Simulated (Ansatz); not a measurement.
C2HNO, SMILES `N=C=C=O` (charge 0, multiplicity 1).

The numbers are results of LDA/cc-pVTZ // PBE0-D3(BJ)/def2-TZVP (Ansatz, a quantum-chemistry and plane-wave program), not measurements.

Ansatz 0.2 input:
```yaml
crystal:
  periodic: [false, false, false]
  atoms:
    - { symbol: N, position_ang: [-1.258385, 0.00291, 0.582289] }
    - { symbol: C, position_ang: [-0.090153, 0.289595, 0.264658] }
    - { symbol: C, position_ang: [0.977662, 0.119476, -0.523701] }
    - { symbol: O, position_ang: [2.061027, 0.304214, -0.911566] }
    - { symbol: H, position_ang: [-1.690154, -0.716194, -0.007024] }
basis:
  gaussian: { orbitals: cc-pVTZ }
hamiltonian:
  xc: lda
```

Output:

```
Functional definition: SPW92
730 factors; their error is unknown
mean field evaluation 1: about -5574.2968 eV, gradient 5.8e1 eV
mean field evaluation 2: about -5552.6130 eV, gradient 1.1e2 eV
mean field evaluation 4: about -5580.1548 eV, gradient 1.9e1 eV
mean field evaluation 8: about -5580.7532 eV, gradient 1.0e-1 eV
mean field evaluation 16: about -5580.7391 eV, gradient 1.2e-4 eV
mean field -5580.73911483 eV, -205.0883797093 hartree, gradient 4.7e-5 eV, S^2 0.000000; 0 other end points of the search recorded, 0 dependent functions left out
reference -5580.73913764 eV, -205.0883805475 hartree; 14, 14 occupied and 120, 120 virtual orbitals, 730 factors
Total energy: -5580.73913764 eV, -205.0883805475 hartree
```
